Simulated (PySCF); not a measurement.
**SiSb: everyday levels beside a composite calculation**

PySCF; the state is a doublet (π ↑). The composite is CCSD(T) extrapolated to the basis-set limit from two correlation-consistent sets, with core-valence (CV) and scalar-relativistic (SR) terms as its label shows; it has no spin–orbit coupling and nothing beyond (T). Here it is CCSD(T)/CBS(DT). It gives Re = 2.388 Å, ωe = 413 cm⁻¹ and De = 2.83 eV to Si + Sb.

```tsv
level	basis	relativity	Re (Å)	ωe (cm⁻¹)	De (eV)
PBE	def2-SVPD	scalar-relativistic core potentials	2.417	403	3.11
BLYP	def2-SVPD	scalar-relativistic core potentials	2.436	388	3.10
TPSS	aug-cc-pV(D+d)Z/aug-cc-pVDZ-PP	scalar-relativistic core potentials	2.407	408	2.95
r²SCAN	x2c-SVPall	spin-free X2C	2.391	423	2.83
B3LYP	x2c-SVPall	spin-free X2C	2.395	419	2.92
PBE0	def2-SVP	scalar-relativistic core potentials	2.384	430	2.73
PBE0	x2c-SVPall	spin-free X2C	2.377	435	2.80
r²SCAN0	def2-TZVPPD	scalar-relativistic core potentials	2.364	424	2.63
ωB97M-V	def2-TZVPP	scalar-relativistic core potentials	2.350	457	2.83
ωB97M-V	def2-TZVPPD	scalar-relativistic core potentials	2.348	458	2.84
```

Problem. Give the difference of each row from the composite.

Solution. 

```tsv
level	basis	ΔRe (pm)	Δωe (%)	ΔDe (eV)
PBE	def2-SVPD	+2.9	-2.4	+0.28
BLYP	def2-SVPD	+4.8	-6.1	+0.27
TPSS	aug-cc-pV(D+d)Z/aug-cc-pVDZ-PP	+1.9	-1.2	+0.12
r²SCAN	x2c-SVPall	+0.3	+2.4	+0.00
B3LYP	x2c-SVPall	+0.7	+1.5	+0.09
PBE0	def2-SVP	-0.4	+4.1	-0.10
PBE0	x2c-SVPall	-1.1	+5.3	-0.03
r²SCAN0	def2-TZVPPD	-2.4	+2.7	-0.20
ωB97M-V	def2-TZVPP	-3.8	+10.7	+0.00
ωB97M-V	def2-TZVPPD	-4.0	+10.9	+0.01
```

Problem. Which rows come closest in De?

Solution. r²SCAN in x2c-SVPall (+0.00 eV); ωB97M-V in def2-TZVPP (+0.00 eV); ωB97M-V in def2-TZVPPD (+0.01 eV), counted from the composite.

Correlated steps freeze 9 core orbitals. Spin–orbit coupling is left out, which matters for elements this heavy, above all for dissociation energies. The state is the lowest determinant that a PBE0 search found; another state may lie lower at other levels.
